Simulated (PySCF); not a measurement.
Species: 2-pyridinemethanethiol, C₆H₇NS.
Atom-mapped SMILES: `[SH:1][CH2:2][c:3]1[cH:4][cH:5][cH:6][cH:7][n:8]1` (hydrogens: H9 on S1; H10, H11 on C2; H12 on C4; H13 on C5; H14 on C6; H15 on C7)

Four sets of settings were typed for PySCF runs (density fitting) on one GFN2-xTB geometry. Runs with no stated cap are allowed at least 80 cycles.

**Question.** One run ended without self-consistency. Which?
A. LDA/def2-SVPD, IEF-PCM methanol, start guess atom
B. PBE0/def2-SVPD, energy threshold 0.01 Eh, at most 57 cycles
C. HF/pcSseg-1, IEF-PCM chloroform, start guess huckel
D. PBE0/6-31G*, DIIS off, at most 83 cycles

**Answer.** D. The energy swings between two values 70 Eh apart, cycle after cycle, with a gradient of 2.1e+01 at cycle 83; DIIS was off. Go back to DIIS. Its energy and orbitals aren't self-consistent and shouldn't be used.

The end of its output:
```
cycle  73  E = -248.4440707207  dE =  6.993e+01  |g| = 2.054e+01  |ddm| = 6.039e+01
cycle  74  E = -318.3739459460  dE = -6.993e+01  |g| = 1.198e+01  |ddm| = 6.039e+01
cycle  75  E = -248.4440707207  dE =  6.993e+01  |g| = 2.054e+01  |ddm| = 6.039e+01
cycle  76  E = -318.3739459460  dE = -6.993e+01  |g| = 1.198e+01  |ddm| = 6.039e+01
cycle  77  E = -248.4440707207  dE =  6.993e+01  |g| = 2.054e+01  |ddm| = 6.039e+01
cycle  78  E = -318.3739459460  dE = -6.993e+01  |g| = 1.198e+01  |ddm| = 6.039e+01
cycle  79  E = -248.4440707207  dE =  6.993e+01  |g| = 2.054e+01  |ddm| = 6.039e+01
cycle  80  E = -318.3739459460  dE = -6.993e+01  |g| = 1.198e+01  |ddm| = 6.039e+01
cycle  81  E = -248.4440707207  dE =  6.993e+01  |g| = 2.054e+01  |ddm| = 6.039e+01
cycle  82  E = -318.3739459460  dE = -6.993e+01  |g| = 1.198e+01  |ddm| = 6.039e+01
cycle  83  E = -248.4440707207  dE =  6.993e+01  |g| = 2.054e+01  |ddm| = 6.039e+01
SCF not converged, last energy = -248.4440707207
```

The others met their thresholds:

```json
{"settings": "PBE0/def2-SVPD, energy threshold 0.01 Eh, at most 57 cycles", "basis functions": "223", "SCF cycles": "4", "E (Eh)": "-685.0002", "HOMO (eV)": "-6.84", "LUMO (eV)": "-1.00", "dipole (D)": "2.31"}
{"settings": "HF/pcSseg-1, IEF-PCM chloroform, start guess huckel", "basis functions": "178", "SCF cycles": "13", "E (Eh)": "-683.1919", "HOMO (eV)": "-9.15", "LUMO (eV)": "2.89", "dipole (D)": "3.03"}
{"settings": "LDA/def2-SVPD, IEF-PCM methanol, start guess atom", "basis functions": "223", "SCF cycles": "13", "E (Eh)": "-681.5513", "HOMO (eV)": "-5.85", "LUMO (eV)": "-2.08", "dipole (D)": "3.25"}
```

The row «PBE0/def2-SVPD, energy threshold 0.01 Eh, at most 57 cycles» carries the error of a grid, fitting basis or threshold typed as a poor one on purpose, so its figures aren't the species' properties at that level.

Shape of the structure used: `[SH:1][CH2:2][c:3]1[cH:4][cH:5][cH:6][cH:7][n:8]1`: S1–C2–C3–C4 82°, H–S1–C2–C3 61°.
